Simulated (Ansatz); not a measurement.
ZnBr₂⁺. Total charge 1; doublet. Geometry PBE0-D4/def2-TZVP, that of the neutral singlet; atoms count from 1.

```xyz
3

Zn    0.001    0.000    0.003
Br   -1.715    1.339    0.463
Br    1.714   -1.339   -0.466
```

Estimate the Mulliken populations from the PBE0/def2-TZVP orbitals of Ansatz.


| atom | charge (e) | spin (α − β) | d electrons |
| --- | --- | --- | --- |
| Zn1 | 0.67 | -0.04 | 10.05 |
| Br2 | 0.17 | 0.52 | – |
| Br3 | 0.17 | 0.52 | – |
Mulliken values and Mayer orders depend strongly on the basis.

Where does the spin sit?

Summed by element: Zn -0.04, Br 1.04, of 1 unpaired in all. Largest on single atoms: Br2 0.52, Br3 0.52, Zn1 -0.04.

And the Mayer bond orders between bonded heavy atoms (over 0.3)?

Zn1–Br2 1.03 (2.22 Å); Zn1–Br3 1.03 (2.22 Å). Values over 0.3 also appear between atoms too far apart for a bond (Br2–Br3 0.47 at 4.45 Å); they arise where an orbital or an unpaired electron spreads over both atoms.
